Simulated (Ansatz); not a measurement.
`COB(O)F`, charge 0, multiplicity 1.

**Question.** Give a relaxed structure at PBE0-D4/def2-TZVP (Ansatz 0.2.0). (Estimate.)

**Answer.** Ansatz gave: 
Z-matrix (Å, degrees):
```
C
O 1 1.414
H 1 1.091 2 111.8
H 1 1.092 2 108.8 3 120.9
H 1 1.092 2 108.7 3 -120.8
B 2 1.344 1 122.2 3 -1.5
F 6 1.336 2 117.4 1 -179.9
O 6 1.361 2 122.7 1 0.1
H 8 0.959 6 112.6 2 179.9
```
Point group Cs.
This is one stationary point; other conformers may exist.
